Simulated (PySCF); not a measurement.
These 2 structures share the formula C8H8FP. Method used: PBE0-D3(BJ)/def2-SVP geometry optimisation, gas phase (PySCF 2.14.0). Energies are electronic, without zero-point or thermal terms, for one conformer each. No frequencies were run at this level. Point groups hold within 0.08 Å.

Task: Rank from lowest to highest electronic energy at this level (kcal/mol).
A. `[F:1][c:2]1[cH:3][cH:4][cH:5][c:6]([CH:7]2[CH2:8][CH2:9]2)[p:10]1` with C5–C6–C7–C8 -135°
B. `[CH2:1]=[CH:2][PH:3][c:4]1[cH:5][cH:6][cH:7][c:8]([F:9])[cH:10]1` with C1–C2–P3–C4 -115°, C2–P3–C4–C5 -145°

Result: B (0.0), A (3.7).

As drawn, the lower has a C=C bond outside aromatic rings, which the higher lacks; the higher has a three-membered ring, which the lower lacks.

| SMILES | E (Eh) | E rel (kcal/mol) | dipole (D) | point group | A, B, C (MHz) |
| --- | --- | --- | --- | --- | --- |
| C=CPc1cccc(F)c1 | -749.84523 | 0.0 | 0.22 | C1 | 1958, 727.8, 547.3 |
| Fc1cccc(C2CC2)p1 | -749.83934 | 3.7 | 2.67 | near Cs | 2314, 813.4, 631.7 |

Task: How do the relative energies change in single points at PBE0/pcSseg-1 (no added dispersion term) on the same geometries?

Result: 
| SMILES | PBE0-D3(BJ)/def2-SVP (kcal/mol) | PBE0/pcSseg-1 (kcal/mol) | shift |
| --- | --- | --- | --- |
| C=CPc1cccc(F)c1 | 0.0 | 0.0 | 0.0 |
| Fc1cccc(C2CC2)p1 | 3.7 | 5.4 | +1.7 |

Each column counts from its own lowest isomer. The order is unchanged; the largest shift is 1.7 kcal/mol.
